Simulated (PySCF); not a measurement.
# Unknown compound

Molecular formula: C₄H₄F₄. Simulated spectra:

¹H NMR (600 MHz, computed): δ 6.40 (m, 1H), 6.27 (m, 1H), 5.74 (m, 2H).

¹³C{¹H} NMR (computed): δ 164.3 (C), 122.3 (CH), 117.4 (CH), 81.4 (CH2).

Method: structure optimised with GFN2-xTB, PBE0/pcSseg-1 with gauge-including orbitals, in PySCF 2.14 (averaged over atoms made equivalent by symmetry, fast rotation or ring inversion, non-relativistic, a single conformation, isolated molecule).

References, each an isolated molecule treated in the same way: ¹H and ¹³C against TMS.

Question: Which of these isomers gave the spectra?
A. F/C=C(\F)CC(F)F
B. FC/C=C(\F)C(F)F
C. FC/C=C/C(F)(F)F
D. F/C=C(/F)CC(F)F

Answer: B. 

Rings plus π bonds: 1 (no ring in the answer). 4 carbon signals for 4 carbons: no two carbons are equivalent. Carbon types of the structure: 1 × C, 2 × CH, 1 × CH2, which accounts for all hydrogens. δC 164.3: fully substituted alkene carbon; as expected for a trigonal carbon in a double bond. δC 122.3: alkene CH; an sp2 carbon of a C=C bond. δC 117.4: allylic sp3 CH bonded to 2 F; 2 electronegative neighbours deshield it. δC 81.4: allylic sp3 CH2 bonded to F; deshielded by the electronegative neighbour. δH 5.74: hydrogen on an allylic sp3 CH2 bonded to F; its carbon carries F, which withdraws density.

The others: F/C=C(/F)CC(F)F has carbons computed at 160.2, 152.1, 119.5, 37.5; F/C=C(\F)CC(F)F has carbons computed at 152.8, 145.2, 119.7, 40.2; FC/C=C/C(F)(F)F has carbons computed at 144.3, 132.2, 125.7, 84.9.

Splittings by ¹⁹F in the carbon and heteronuclear signals aren't shown, as no couplings were computed. Shifts are as computed. Against solution values, carbons near 30 ppm lie about +3 ppm off and those near 130 ppm about +5 ppm. Of 1309 compounds with measured shifts, 239 miss one by over three times the rms of a fit or turn the order of signals round; such compounds aren't used in these exercises. No couplings were computed; multiplicities are counted from neighbouring protons, with m where these are inequivalent, close in shift, in a saturated or five-membered ring or joined by F or P, and br s for small geminal =CH2 splittings.
